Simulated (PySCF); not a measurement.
sulfur dioxide (O₂S), singlet, geometry from GFN2-xTB. Base run: PBE0/STO-3G (PySCF).

Input for PySCF:
```python
from pyscf import gto, scf, dft

mol = gto.Mole()
mol.atom = '''
    S     0.01393578   -0.00400644    0.37782868
    O    -0.03321683    1.22242899   -0.36419754
    O     0.00534526   -1.21441610   -0.39145982
'''
mol.basis = 'sto-3g'
mol.verbose = 4
mol.build()

mf = dft.RKS(mol)
mf.xc = 'pbe0'
mf.kernel()
```

Each row names what was changed in the base input (with any setting that the change needs).

```
change                                                                                                                  ΔE vs base (mEh)  fitting functions  dipole (D)
----------------------------------------------------------------------------------------------------------------------  ----------------  -----------------  ----------
base                                                                                                                               0.000                  -        1.48
auxbasis = def2-universal-jkfit                                                                                                   -1.254                282        1.48
auxbasis = cc-pvtz-ri                                                                                                             -7.351                284        1.48
auxbasis = def2-svp-ri                                                                                                               [?]                [?]         [?]
only_dfj = on; auxbasis = def2-universal-jfit                                                                                     -2.571                149        1.48
auxbasis = default (with mf = mf.density_fit())                                                                                   -1.254                282        1.48
auxbasis = def2-universal-jfit                                                                                                     541.8                149        1.53
auxbasis = cc-pvqz-jkfit                                                                                                             [?]                [?]        1.48
exchange = seminumerical (SGX) (with mf = sgx.sgx_fit(mf, auxbasis='def2-universal-jfit'); with mf.with_df.dfj = True)            -2.600                149        1.48
auxbasis = autoaux                                                                                                                   [?]                [?]        1.48
```

Fill in the missing entries.


- auxbasis = def2-svp-ri, ΔE vs base (mEh): -436.0
- auxbasis = def2-svp-ri, fitting functions: 158
- auxbasis = def2-svp-ri, dipole (D): 1.51
- auxbasis = cc-pvqz-jkfit, ΔE vs base (mEh): -0.215
- auxbasis = cc-pvqz-jkfit, fitting functions: 360
- auxbasis = autoaux, ΔE vs base (mEh): 0.590
- auxbasis = autoaux, fitting functions: 234

A fitting set is made for a task (jfit for Coulomb, jkfit for Coulomb and exchange, ri for correlation) and for a family of orbital bases.
